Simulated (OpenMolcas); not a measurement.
**neutral bismuth: from CASSCF to CASPT2**

```yaml
Program: OpenMolcas 26.06
Basis: ANO-RCC-VQZP [9s8p6d4f3g]
Scalar_Hamiltonian: DKH2, point nucleus
Active_space: 3 electrons in 3 orbitals (6p)
State_averaging: 2S+1 = 4 odd, 1 root; 2S+1 = 2 odd, 8 roots
Spin-orbit_coupling: RASSI with atomic mean-field integrals over the reference wave functions, term energies averaged over their components
```

Methods on the same reference wave functions:
A. CASSCF
B. SS-CASPT2, IPEA 0.25 Eh, imaginary shift 0.1 Eh (closed shells correlated: 5d 6s)
C. XMS-CASPT2, IPEA 0.25 Eh, imaginary shift 0.1 Eh (closed shells correlated: 5d 6s)

Energies in cm-1 above 6s2 6p3 4S* 3/2, the measured ground level; measured values from NIST Handbook of Basic Atomic Spectroscopic Data.

```
                 Level      A      B      C  Measured
6s2 6p3 4S* 3/2 [63 %]    0.0    0.0    0.0       0.0
6s2 6p3 2D* 3/2 [62 %]  12204  10590  10390     11419
       6s2 6p3 2D* 5/2  16498  14410  14060     15438
       6s2 6p3 2P* 1/2  24704  21300  20280     21661
6s2 6p3 2P* 3/2 [66 %]  32941  30180  29450     33165
```

Deviations, from unrounded energies. A percentage is the sum of absolute deviations over the sum of measured energies, with the sign that they share, or ± where signs differ.

```csv
Against measurement,Levels,A,B,C
mean absolute deviation (cm-1),4,1300,1300,1900
other terms of the ground configuration (%),4,±6.3,-6.4,-9.2
```

A, B lie about equally close to measurement and C furthest from it. The largest miss of A in the table is 6s2 6p3 2P* 1/2, by +3000 cm-1. The ranking rests on the paired levels alone, and a cruder setting can come out closer through cancelling errors.

Between B and C the level of the table that moves most is 6s2 6p3 2P* 1/2, by 1000 cm-1 (lowest in C, highest in B). Moves below CASPT2's spread within the term are not significant.

The mean deviations of B to C differ by less than CASPT2's widest spread within a term (2100 cm-1), so their order carries little weight.

From A to B the spin-free energies of the other terms of 6s2 6p3 shown, above 4S*, scale by factors of 0.74 to 0.78.

The lowest spin-free term lies below A's lowest term by 0.507 hartree in B, 0.507 hartree in C.

CASPT2 does not keep the components of a term degenerate, so their means are used; among the terms shown or strongly mixed into the levels shown the widest spread is 2100 cm-1 (6s2 6p3 2D*, C). Spin-orbit splittings of 6p shells tend to come out small when the coupling is added on scalar orbitals. With the s shell closed, the reference lacks s² → p² mixing. Measured partners are found by configuration, term and J. A level has none where our copy of the source lacks it or the pairing is in doubt (some pairs that miss far off the trend of their configuration count as doubtful), and it then counts in no deviation. Levels of configurations outside the active space are missing.

A share in square brackets marks a mixed level and gives the weight of the term that names it, the lowest over the columns. * marks odd parity.
